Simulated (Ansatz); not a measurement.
Ansatz (an electronic-structure program) input (HSE06/def2-TZVPD):

Ansatz 0.2 input:
```yaml
crystal:
  periodic: [false, false, false]
  atoms:
    - {symbol: Ca, position_ang: [-0.00000000, -0.00000000, -1.03020627]}
    - {symbol: S, position_ang: [0.00000000, 0.00000000, 1.28775783]}
basis:
  gaussian:
    orbitals: def2-TZVPD
hamiltonian:
  xc: {name: HSE06}
output: {forces: true}
```

Output:

```
Functional definition: HSE06
integrals: 0.03 GiB planned
714 factors; their error is unknown
integrals: 0.06 GiB planned
70 factors; integrals over basis functions are off by at most 1.9e-5 eV
mean field: 0.24 GiB planned
mean field evaluation 1: about -29259.0194 eV, gradient 4.0e1 eV
mean field evaluation 2: about -29127.1589 eV, gradient 1.2e2 eV
mean field evaluation 4: about -29264.3944 eV, gradient 1.2e1 eV
mean field evaluation 8: about -29264.9525 eV, gradient 1.4e-1 eV
mean field evaluation 16: about -29264.9525 eV, gradient 6.0e-5 eV
mean field -29264.95253826 eV, -1075.4671692837 hartree, gradient 6.0e-5 eV, S^2 0.000000; 0 other end points of the search recorded, 0 dependent functions left out
the calculation of the forces begins
reference -29264.95258014 eV, -1075.4671708228 hartree; 18, 18 occupied and 64, 64 virtual orbitals, 714 factors
Total energy: -29264.95258014 eV, -1075.4671708228 hartree
Atom 0 at    -0.000000    -0.000000    -1.030206 Å, force    -0.000000    -0.000000     0.229588 eV/Å
Atom 1 at     0.000000     0.000000     1.287758 Å, force     0.000000     0.000000    -0.229588 eV/Å
Dipole moment:    -0.000000     0.000000    -2.194419 e Å
```
